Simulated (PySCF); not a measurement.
Structure problem from calculated spectra and properties.

Formula: C5H6F2NO; charge +1.

* Rotational structure: rotational constants A, B, C: 4.499, 0.919, 0.888 GHz [PBE0-D3(BJ)/def2-SVP]
* Valence photoelectron: vertical ionisation energy: 15.62 eV [ΔSCF B3LYP/def2-SVPD]
* NMR, other nuclei: isotropic shieldings of nuclei other than C and H, by class: 40 (1 N), -1 (1 O), 283 (2 F) ppm [GIAO PBE/pcSseg-1]
* UV, strongest line: among the 10 lowest singlet transitions: S7 at 8.16 eV (152 nm, f = 0.493) [TDDFT B3LYP/def2-SVPD]
* UV, first state: lowest singlet excitation: 6.07 eV (204 nm, f = 0.138) [TDDFT B3LYP/def2-SVPD]
* Polarisability: 64.7 au [B3LYP/def2-SVPD]
* 13C NMR: chemical shifts (computed TMS as zero) by class: 158.8 (1 C), 151.2 (1 C), 124.7 (1 C), 112.0 (1 C), 37.7 (1 C) ppm [GIAO PBE/pcSseg-1]
* Triplet: lowest triplet excitation (Tamm–Dancoff): 4.31 eV [TDA B3LYP/def2-SVPD]
* 1H NMR: chemical shifts (computed TMS as zero) by class: 8.41 (1 H), 7.52 (1 H), 7.05 (1 H), 4.18 (3 H) ppm [GIAO PBE/pcSseg-1]
* Couplings: largest of the computed one-bond spin–spin couplings (means over like bonds): 19F–13C -316.5 (×2), 13C–1H +262.4, 13C–1H +223.9, 13C–1H +197.6, 13C–1H +155.7 (×3) Hz [B3LYP/pcJ-1, spin–dipole term left out for some pairs]

Gas-phase values; electronic properties from PySCF, density fitting. Levels stand in brackets. The structure is a single PBE0-D3(BJ)/def2-SVP conformer in the gas phase; no vibrational or solvent corrections. NMR values are class means; diastereotopic atoms form classes of their own.

Problem. Give a SMILES that accounts for the data.

Solution. Numbering: `[CH3:1][n+:2]1[cH:3][o:4][c:5]([CH:6]([F:7])[F:8])[cH:9]1`. 5 carbons fall into 5 classes; from least to most shielded: substituted aromatic carbon [C5] (158.8 ppm), aromatic CH next to a ring nitrogen [C3] (151.2 ppm), aromatic CH next to a ring nitrogen [C9] (124.7 ppm), CHF2 carbon [C6] (112.0 ppm), N-methyl carbon [C1] (37.7 ppm). Hydrogen classes from least to most shielded: 1 H on an aromatic CH next to a ring nitrogen, C3 (8.41 ppm), 1 H on an aromatic CH next to a ring nitrogen, C9 (7.52 ppm), 1 H on a CHF2 carbon, C6 (7.05 ppm), 3 H on an N-methyl carbon, C1 (4.18 ppm). The other shieldings belong to: 40 ppm, three-coordinate ring nitrogen [N2]; -1 ppm, ring oxygen [O4]; 283 ppm, fluorine of a CF2 group [F7/F8]. The couplings run between: -316.5 Hz, fluorine of a CF2 group [F7] and CHF2 carbon [C6] (with 1 like pair); +262.4 Hz, aromatic CH next to a ring nitrogen [C3] and its hydrogen; +223.9 Hz, aromatic CH next to a ring nitrogen [C9] and its hydrogen; +197.6 Hz, CHF2 carbon [C6] and its hydrogen; +155.7 Hz, N-methyl carbon [C1] and its hydrogen (with 2 like pairs). S1 is mainly HOMO→LUMO (weight 0.95); the largest Löwdin shares of the orbital it empties are 0.30 on the substituted aromatic carbon, 0.25 on an aromatic CH next to a ring nitrogen, 0.17 on an aromatic CH next to a ring nitrogen and 0.10 on the three-coordinate ring nitrogen, of the orbital it fills 0.35 on an aromatic CH next to a ring nitrogen, 0.21 on the ring oxygen, 0.20 on the three-coordinate ring nitrogen and 0.09 on the substituted aromatic carbon. By its constants the optimised geometry is an asymmetric top. Structure: `FC(F)c1oc[n+](C)c1`. The assignments are read from this structure; whether some other isomer fits the data as well wasn't checked.

The values belong to the conformer `[CH3:1][n+:2]1[cH:3][o:4][c:5]([CH:6]([F:7])[F:8])[cH:9]1`: O4–C5–C6–F7 63°.
